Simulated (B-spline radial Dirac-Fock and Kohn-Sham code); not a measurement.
**Tl 5s: cross section and angular parameters**

System: neutral thallium, 1s2 2s2 2p6 3s2 3p6 3d10 4s2 4p6 4d10 4f14 5s2 5p6 5d10 6s2 6p1; threshold 136.0 eV (tabulated edge). Model: Dirac-Hartree-Slater photoionisation with a Latter tail; cross sections with all multipoles, angular parameters from the dipole term and its interference with E2. Program: a radial finite-basis atomic code.

The run's input, task.json:

```json
{"items": [{
  "Z": 81,
  "q": 0,
  "cfg": [[1, 0, 2], [2, 0, 2], [2, 1, 6], [3, 0, 2], [3, 1, 6], [3, 2, 10], [4, 0, 2], [4, 1, 6], [4, 2, 10], [4, 3, 14], [5, 0, 2], [5, 1, 6], [5, 2, 10], [6, 0, 2], [6, 1, 1]],
  "A": 205,
  "rrms": 5.4759,
  "do": "xps",
  "hv": [52.2, 60, 81.3, 82.2, 106.0, 115.0, 135.0, 145.0, 150, 163.0, 275.0, 300, 373.0, 400, 456.0, 479.0, 585.0, 944.0, 1040.0, 1253.6, 1486.9, 2360.0, 4720.0, 5510.0, 5820.0, 6120.0, 8047.8, 10000.0, 11500.0, 12000],
  "edges": {"K": 85530.0, "L1": 15347.0, "L2": 14698.0, "L3": 12658.0, "M1": 3704.0, "M2": 3416.0, "M3": 2957.0, "M4": 2485.0, "M5": 2389.0, "N1": 846.2, "N2": 720.5, "N3": 609.5, "N4": 405.7, "N5": 385.0, "N6": 122.2, "N7": 117.8, "O1": 136.0, "O2": 94.6, "O3": 73.5}
}]}
```

Run with: `python xray2_run.py task.json out`

For linearly polarised light dσ/dΩ = σ/(4π) [1 + β P₂(cos θ) + (δ + γ cos²θ) sin θ cos φ], with θ from the polarisation vector and φ the angle between the beam and the projection of the electron momentum on the plane normal to the polarisation.

```
hν (eV)  σ (kb)      β       γ
    145    59.3  0.052  -0.159
    150    58.1  0.190  -0.208
    163    58.9  0.499  -0.203
    275    53.0  1.422   0.193
    300    50.1  1.487   0.242
    373    42.1  1.605   0.342
    400    39.5  1.633   0.369
    456    34.5  1.677   0.413
    479    32.7  1.691   0.426
    585    26.0  1.739   0.471
    944    13.8  1.812   0.519
   1040    12.0  1.822   0.517
 1253.6    9.14  1.839   0.502
 1486.9    7.08  1.853   0.478
   2360    3.41  1.881   0.351
   4720    1.05  1.909   0.045
   5510   0.794  1.913  -0.025
   5820       ?      ?       ?
   6120   0.656  1.916  -0.068
 8047.8   0.394  1.922  -0.152
  10000   0.261  1.926  -0.178
  11500   0.198  1.928  -0.166
  12000   0.182  1.928  -0.157
```

Q: Give the values at 5820 eV.

A: σ = 0.719 kb, β = 1.915, γ = -0.048. For an s subshell δ is negligible.

Values without a named source are computed, but for edge energies of neutral atoms, which are taken from tables.
